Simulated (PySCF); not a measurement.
PySCF 2.14 output of an unrestricted PBE calculation on a single atom or ion in def2-SVP with the def2 core potential (60 electrons) (6s3p2d1f, 32 functions), with scalar relativity through the core potential:

```
SCF conv_tol = 1e-09
number electrons alpha = 10  beta = 5
    J. P. Perdew, K. Burke, and M. Ernzerhof.,  Phys. Rev. Lett. 77, 3865 (1996)
    J. P. Perdew, K. Burke, and M. Ernzerhof.,  Phys. Rev. Lett. 78, 1396 (1997)
    J. P. Perdew, K. Burke, and M. Ernzerhof.,  Phys. Rev. Lett. 77, 3865 (1996)
    J. P. Perdew, K. Burke, and M. Ernzerhof.,  Phys. Rev. Lett. 78, 1396 (1997)
cycle= 1 E= -90.2805133635107  delta_E= -0.00789  |g|= 0.0104  |ddm|= 0.439
cycle= 2 E= -90.2805477298881  delta_E= -3.44e-05  |g|= 0.00837  |ddm|= 0.0454
cycle= 3 E= -90.2805861308959  delta_E= -3.84e-05  |g|= 0.000341  |ddm|= 0.0154
cycle= 4 E= -90.2805861716005  delta_E= -4.07e-08  |g|= 1.83e-05  |ddm|= 0.000487
cycle= 5 E= -90.2805861718329  delta_E= -2.32e-10  |g|= 2.2e-06  |ddm|= 4.12e-05
converged SCF energy = -90.2805861718329  <S^2> = 8.7505103  2S+1 = 6.0001701
```

The run itself started from symmetry-adapted Hartree-Fock orbitals and held the occupation by maximum overlap, on a logarithmic radial grid, so the iterations belong to that start.

Task: Which element, charge and spin multiplicity is this?

Result: Os⁺ (osmium, charge +1), multiplicity 6; the state was [Xe] 4f14 5d6 6s1, high-spin 6D determinant.

Energies and moments cover only the electrons outside the core potential. Spin-orbit coupling, absent here, splits the open shell strongly.
